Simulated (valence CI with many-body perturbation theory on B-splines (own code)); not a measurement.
# E1 transitions of Kr XXIV

Level of theory: configuration interaction combined with many-body perturbation theory (CI+MBPT): three valence electrons over a frozen Dirac-Fock core [Ne], a basis of 11 s, 11 p, 10 d, 8 f, 5 g, 2 h functions for each j, with the one-electron correlation potential Σ1 (screened to all orders), the two-electron term Σ2, the three-electron term Σ3, Breit, model QED; selected single and double excitations, second order for the rest, scaled by the run's own slope (own B-spline code, finite nucleus).

No measured levels were compared; by estimate levels of excited configurations hold to 0.05 to 0.15 % of their energy, terms of the ground configuration to about 0.5 %.

Lines 1 to 50 of 576 in falling wavelength, among levels below 518.88 eV, chosen from the strongest by gf and those to the six lowest levels. Wavelengths and rates use the calculated energies, so an error of 500 cm⁻¹ moves a line at 49.61 nm by 0.25 % and its rate by three times that or more. Electric multipoles are in the length gauge, E1 and E2 with the static RPA response of the core. Weak lines are less certain than strong ones. Lines between different terms over intervals too small for the method are left out, as are lines whose strength nearly cancels. The highest levels of a list are the least certain.

Names give the largest LS component (configuration and term), which can be under half, so a name can repeat, a term be missing and a line seem to break the LS rules; names also repeat where a configuration has a term twice. Letters in brackets count levels of one name in rising energy.

```csv
λ vac (nm),Upper,Lower,A (s⁻¹),S (a.u.)
49.61,3s²4p ²P°_1/2,3s²4s ²S_1/2,3.06e+09,3.69e-01
42.04,3s²4p ²P°_3/2,3s²4s ²S_1/2,4.90e+09,7.18e-01
31.80,3s3p² ⁴P_1/2,3s²3p ²P°_3/2,6.36e+07,2.02e-03
30.10,3p³ ²D°_5/2,3s3p² ²P_3/2,1.46e+09,1.18e-01
27.27,3s3p² ⁴P_3/2,3s²3p ²P°_3/2,8.64e+07,3.46e-03
26.81,3p²3d ²G_7/2,3s3p3d ²F°_5/2 [b],2.05e+09,1.56e-01
25.12,3p3d² ²H°_9/2,3s3d² ²G_9/2,2.31e+09,1.81e-01
25.02,3p3d² ²H°_9/2,3s3d² ²G_7/2,4.21e+09,3.25e-01
24.81,3s3p² ⁴P_5/2,3s²3p ²P°_3/2,6.38e+08,2.89e-02
24.69,3p²3d ⁴F_9/2,3s3p3d ²F°_7/2 [a],2.00e+09,1.49e-01
24.38,3p3d² ⁴G°_5/2,3s3d² ⁴F_3/2,5.33e+09,2.29e-01
24.28,3s3p² ⁴P_1/2,3s²3p ²P°_1/2,7.00e+08,9.90e-03
23.89,3p3d² ²G°_9/2 [a],3s3d² ²F_7/2,1.60e+09,1.07e-01
23.63,3p3d² ⁴G°_7/2,3s3d² ⁴F_7/2,2.37e+09,1.24e-01
23.58,3p²3d ²G_9/2,3s3p3d ²F°_7/2 [b],3.83e+09,2.48e-01
23.14,3p3d² ⁴G°_7/2,3s3d² ⁴F_5/2,6.03e+09,2.95e-01
22.69,3p3d² ⁴F°_9/2,3s3d² ²G_7/2,2.39e+09,1.38e-01
22.44,3p3d² ⁴G°_9/2,3s3d² ⁴F_9/2,3.21e+09,1.79e-01
21.94,3p3d² ⁴G°_9/2,3s3d² ⁴F_7/2,7.32e+09,3.81e-01
21.55,3s3p² ⁴P_3/2,3s²3p ²P°_1/2,1.39e+07,2.74e-04
21.47,3p²3d ²F_7/2 [a],3s3p3d ⁴D°_5/2,3.43e+09,1.34e-01
21.42,3p²3d ⁴F_3/2,3s3p3d ⁴D°_1/2,5.14e+09,9.96e-02
21.34,3p3d² ⁴F°_5/2,3s3d² ⁴P_5/2,2.79e+09,8.03e-02
21.31,3p3d² ²F°_5/2 [c],3s3d² ²F_5/2,4.80e+09,1.37e-01
21.28,3p³ ²D°_3/2,3s3p² ²D_3/2,2.55e+09,4.85e-02
20.99,3p²3d ²F_5/2 [b],3s3p3d ²F°_5/2 [b],3.14e+09,8.60e-02
20.88,3p²3d ²F_7/2 [b],3s3p3d ²D°_5/2 [b],4.36e+09,1.57e-01
20.73,3s3p² ²D_3/2,3s²3p ²P°_3/2,1.66e+08,2.91e-03
20.72,3p³ ²P°_3/2,3s3p² ²P_3/2,5.75e+09,1.01e-01
20.69,3p²3d ²F_5/2 [b],3s3p3d ²F°_7/2 [b],3.68e+09,9.64e-02
20.58,3p³ ²D°_5/2,3s3p² ²D_5/2,4.99e+09,1.29e-01
20.54,3p3d² ²G°_9/2 [a],3s3d² ²G_7/2,8.89e+09,3.80e-01
20.23,3p3d² ²F°_7/2 [a],3s3d² ⁴F_9/2,7.00e+09,2.29e-01
20.19,3p3d² ⁴P°_3/2,3s3d² ⁴P_5/2,8.61e+09,1.40e-01
20.08,3p²3d ²G_9/2,3s3p3d ²F°_7/2 [a],8.11e+09,3.24e-01
20.06,3p3d² ²P°_3/2 [b],3s3d² ²S_1/2,9.29e+09,1.48e-01
20.00,3p²3d ²F_5/2 [a],3s3p3d ⁴D°_3/2,5.70e+09,1.35e-01
19.92,3p3d² ⁴G°_11/2,3s3d² ⁴F_9/2,1.53e+10,7.16e-01
19.91,3p²3d ²D_5/2 [b],3s3p3d ²P°_3/2 [b],3.94e+09,9.21e-02
19.84,3p3d² ⁴P°_3/2,3s3d² ⁴P_1/2,6.20e+09,9.56e-02
19.81,3p²3d ⁴F_9/2,3s3p3d ⁴D°_7/2,5.15e+09,1.98e-01
19.71,3p3d² ²H°_11/2,3s3d² ²G_9/2,2.48e+10,1.12e+00
19.44,3s3p² ²D_5/2,3s²3p ²P°_3/2,3.81e+09,8.30e-02
19.38,3p3d² ²F°_7/2 [c],3s3d² ²F_7/2,3.25e+09,9.33e-02
19.38,3p²3d ⁴D_5/2,3s3p3d ⁴D°_5/2,3.62e+09,7.79e-02
19.33,3p3d² ⁴D°_5/2 [a],3s3d² ⁴P_3/2,4.99e+09,1.07e-01
19.31,3p³ ²D°_5/2,3s3p² ²D_3/2,9.82e+08,2.09e-02
19.14,3p3d² ²F°_7/2 [c],3s3d² ²F_5/2,1.11e+10,3.06e-01
19.10,3p3d² ⁴F°_3/2,3s3d² ⁴F_3/2,7.37e+09,1.01e-01
19.08,3p3d² ⁴D°_7/2 [a],3s3d² ⁴P_5/2,6.44e+09,1.77e-01
```
